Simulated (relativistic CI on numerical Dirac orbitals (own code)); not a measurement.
# Hyperfine structure of Br7+, mass number 79

Method of calculation: Dirac-Coulomb-Breit CI, KLI orbitals optimised for each configuration, model QED (radiative potential, 1s self-energy scaled to tabulated hydrogen-like ionisation energies), unscaled Slater integrals (own radial code, finite nucleus).

CI space (outside the closed core [Ar]): 3d10, 3d9 4s, 3d9 4p, 3d8 4s2, 3d9 4d, 3d8 4s 4p, 3d9 5s, 3d8 4p2, 3d9 5p, 3d9 4f, 3d8 4s 4d, 3d9 5d, 3d8 4p 4d, 3d9 5f, 3d9 5g, 3d8 4d2. Levels of other configurations are missing.

Nuclear spin I = 3/2, μ = 2.1046 μN, Q = 0.3087 b (tables of Stone and Pyykkö). The electronic factors are computed for point nuclear moments, without core polarisation or the Bohr-Weisskopf and QED corrections.

| Level | E (cm⁻¹) | A (MHz) | B (MHz) |
| --- | --- | --- | --- |
| 3d9 4s 3D_3 | 554885 | 10010 | -1020 |
| 3d9 4s 3D_2 | 557647 | -2617 | -631 |
| 3d9 4s 3D_1 | 563356 | -5413 | -367 |
| 3d9 4s 1D_2 | 567300 | 13370 | -913 |
| 3d9 4p 3P°_2 | 687191 | 635.2 | -337 |
| 3d9 4p 3F°_3 | 692496 | 4004 | -571 |
| 3d9 4p 3P°_1 | 695712 | 2294 | 73.2 |
| 3d9 4p 3F°_4 | 698278 | 2266 | -81.7 |

Levels with J = 0, under 50 % of one LS term, or S terms without an open s electron are left out. Small factors come from cancelling terms and can be off by tens of per cent or more.

At this charge configurations can still be misplaced by up to about 7 % of their energy.

Problem. Give the hyperfine levels of 3d9 4s 3D_3 relative to its centre of gravity.

Solution. With K = F(F + 1) − I(I + 1) − J(J + 1), E = AK/2 + B[¾K(K + 1) − I(I + 1)J(J + 1)]/[2I(2I − 1)J(2J − 1)]: F = 3/2: -60650, F = 5/2: -34870, F = 7/2: 507.7, F = 9/2: 44780 MHz.

LS names give the leading component of a level, which can be under half, so a name can repeat, a term be missing and a line seem to break the LS rules.
